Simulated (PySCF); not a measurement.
# Rb²⁺ (rubidium, charge +2): PBE calculation

Configuration: [Ar] 3d10 4s2 4p5, 2P determinant. Calculation: PySCF 2.14, in cc-pVDZ-X2C; scalar relativity by spin-free X2C-1e.

| Item | Value |
| --- | --- |
| Total energy | -2979.43 hartree |
| One-electron energy | -4101.05 hartree |
| Hartree (Coulomb) energy | 1222.13 hartree |
| Exchange-correlation energy | -100.51 hartree |
| ⟨S²⟩ | 0.7501 |
| ⟨L²⟩ | 2.001 |
| Sum of ⟨r⟩ | 22.15 bohr |
| Sum of ⟨r²⟩ | 27.63 bohr² |
| Traceless quadrupole moment −½Σ⟨3z² − r²⟩ along its main axis | 1.32 e·bohr² |
| Langevin diamagnetic susceptibility | -21.9 ×10⁻⁶ cm³/mol |
| Time after the integrals | 0.24 s of wall time on 1 thread of AMD EPYC 7R43 64-Core Processor (shared host) |

```json
{"shell": "1s α", "electrons": "1", "mean orbital energy (hartree)": "-552.71356", "spread (hartree)": "0", "rms radius, mean of both spins (bohr)": "0.0464"}
{"shell": "1s β", "electrons": "1", "mean orbital energy (hartree)": "-552.71056", "spread (hartree)": "0", "rms radius, mean of both spins (bohr)": "0.0464"}
{"shell": "2s α", "electrons": "1", "mean orbital energy (hartree)": "-74.62207", "spread (hartree)": "0", "rms radius, mean of both spins (bohr)": "0.193"}
{"shell": "2s β", "electrons": "1", "mean orbital energy (hartree)": "-74.62016", "spread (hartree)": "0", "rms radius, mean of both spins (bohr)": "0.193"}
{"shell": "2p α", "electrons": "3", "mean orbital energy (hartree)": "-66.26759", "spread (hartree)": "0.01148", "rms radius, mean of both spins (bohr)": "0.171"}
{"shell": "2p β", "electrons": "3", "mean orbital energy (hartree)": "-66.26455", "spread (hartree)": "0.00673", "rms radius, mean of both spins (bohr)": "0.171"}
{"shell": "3s α", "electrons": "1", "mean orbital energy (hartree)": "-11.80246", "spread (hartree)": "0", "rms radius, mean of both spins (bohr)": "0.545"}
{"shell": "3s β", "electrons": "1", "mean orbital energy (hartree)": "-11.79821", "spread (hartree)": "0", "rms radius, mean of both spins (bohr)": "0.545"}
{"shell": "3p α", "electrons": "3", "mean orbital energy (hartree)": "-9.11926", "spread (hartree)": "0.03301", "rms radius, mean of both spins (bohr)": "0.559"}
{"shell": "3p β", "electrons": "3", "mean orbital energy (hartree)": "-9.11457", "spread (hartree)": "0.02609", "rms radius, mean of both spins (bohr)": "0.559"}
{"shell": "3d α", "electrons": "5", "mean orbital energy (hartree)": "-4.67948", "spread (hartree)": "0.03188", "rms radius, mean of both spins (bohr)": "0.578"}
{"shell": "3d β", "electrons": "5", "mean orbital energy (hartree)": "-4.67398", "spread (hartree)": "0.02388", "rms radius, mean of both spins (bohr)": "0.578"}
{"shell": "4s α", "electrons": "1", "mean orbital energy (hartree)": "-1.93122", "spread (hartree)": "0", "rms radius, mean of both spins (bohr)": "1.55"}
{"shell": "4s β", "electrons": "1", "mean orbital energy (hartree)": "-1.89140", "spread (hartree)": "0", "rms radius, mean of both spins (bohr)": "1.55"}
{"shell": "4p α", "electrons": "3", "mean orbital energy (hartree)": "-1.30797", "spread (hartree)": "0.06280", "rms radius, mean of both spins (bohr)": "1.83"}
{"shell": "4p β", "electrons": "2", "mean orbital energy (hartree)": "-1.26831", "spread (hartree)": "0", "rms radius, mean of both spins (bohr)": "1.83"}
```

Densities and radii are taken from the X2C orbitals without a picture-change correction, which distorts them close to the nucleus.
